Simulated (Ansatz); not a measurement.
(1) Predict a relaxed structure of [MnNF4]2- (MnNF4²⁻), charge -2, singlet, at PBE0-D4/def2-SVPD (Ansatz).

Results:

(1) 
```
atom    x (Å)    y (Å)    z (Å)
 Mn1   0.0222  -0.0882   0.0464
  N2   0.3432  -1.3645   0.7168
  F3   1.6473   0.5293  -0.7064
  F4   0.2786   1.2646   1.3474
  F5  -1.8299   0.1966   0.3250
  F6  -0.4614  -0.5378  -1.7292
```
Point group C4v (tolerance 0.1 Å). The metal has 5 neighbours: N 1.48 Å, F 1.89 Å, F 1.89 Å, F 1.89 Å, F 1.89 Å. This is one stationary point.

A multiply charged anion in the gas phase is held together partly by the finite basis. Removing one electron lowers the energy by 2.01 eV at PBE0-D4/def2-TZVPD, so it isn't bound. The highest occupied level of the charge -2 singlet lies above zero (up to 3.02 eV). By energy differences it is unbound by 2.63 eV (vertical, to the charge -1 doublet, at PBE-D4/def2-TZVPD) and held by the finite basis. The relaxation made no stability test and no search for a lower SCF solution. At PBE0-D4/def2-SVPD a triplet of charge -2 lies 0.66 eV below the restricted singlet, each at its own geometry.
